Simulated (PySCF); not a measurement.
**What settings do to a single point of [Dy(H2O)]3+**

The sound run of [Dy(H2O)]3+ (singlet in the valence; each metal's 4f electrons, 9 of them, lie in its core potential, out of spins and levels) uses PySCF 2.14.0, RKS PBE0, Dy lcecp-1-SVP with ECP55, O def2-SVP, H def2-SVP; non-relativistic Hamiltonian with scalar-relativistic core potentials where named; density fitting; no spin-orbit coupling, grid (50, 194), threshold 1e-8 Eh and 55 cycles, at the relaxed geometry:

```xyz
4

Dy    0.0000    0.0000   -0.0615
O     0.0000    0.0000    2.1093
H     0.7802    0.0000    2.7397
H    -0.7802    0.0000    2.7397
```

There Dy1 has a Mulliken charge of 2.55 e and the dipole about the centre of mass is 3.31 D. Each run below changes one thing and starts from free metal ions and neutral atoms unless it says otherwise; with 55 cycles, smearing, a level shift and second-order steps follow where DIIS fails, and their cycles count. Energy shifts count from the sound run. On f atoms grids over 110 angular points are at least (60, 302).

```
                                                       change    outcome  cycles  energy shift (eV)  largest force component (eV/Å)  charge on Dy1 (e)  dipole about the centre of mass (D)
start from a density of up to 30 smeared cycles (not counted)  converged       6             0.0000                            0.00               2.55                                 3.31
                          spin (2S) set to 1, limit 67 cycles    refused       –                  –                               –                  –                                    –
```

One further run converged with energy shift (eV) 0.0440, largest force component (eV/Å) 0.12, charge on Dy1 (e) 2.55, dipole about the centre of mass (D) 3.30. Which change was it?
A. H4 put 0.5 Å from Dy1, limit 84 cycles
B. all coordinates × 1.05
C. grid (30, 86)

C.

And the other changes listed?


```
                                change    outcome  cycles  energy shift (eV)  largest force component (eV/Å)  charge on Dy1 (e)  dipole about the centre of mass (D)
                all coordinates × 1.05  converged      11               0.18                            1.47               2.57                                 3.35
H4 put 0.5 Å from Dy1, limit 84 cycles  converged      16             130.11                          572.08               3.79                                 1.68
```

Unsound on purpose, so not properties of the compound: H4 put 0.5 Å from Dy1, limit 84 cycles.

Forces carry noise of the integration grid, about 0.01 to 0.03 eV/Å.

An lcecp potential fixes the number of 4f electrons, so in runs with it no electron can move into or out of that shell.
